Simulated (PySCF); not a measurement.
Calculation: TPSSh-D3(BJ)/def2-TZVP // BP86-D3(BJ)/def2-SVP run with PySCF. Isolated molecules, 0 K electronic values unless said otherwise. One relaxed conformer stands for a flexible species; it need not be the lowest. 

Reference species: [Sc(Cl)2(NH2)] (neutral, multiplicity 1).

```
Quantity                                Result
-------------------------------------  -------
HOMO–LUMO gap                          4.51 eV
charge on the central atom (Mulliken)   1.22 e
```

Changed species: [Sc(Cl)3] (0 of 3 Cl replaced by NH2; the reference has 1 of 3 Cl replaced by NH2).

### Question
Give the shifts of the HOMO–LUMO gap and charge on the central atom (Mulliken).

### Answer
the HOMO–LUMO gap rises by 0.35 eV, to 4.86 eV; the charge on the central atom (Mulliken) decreases by 0.05 e, to 1.17 e.
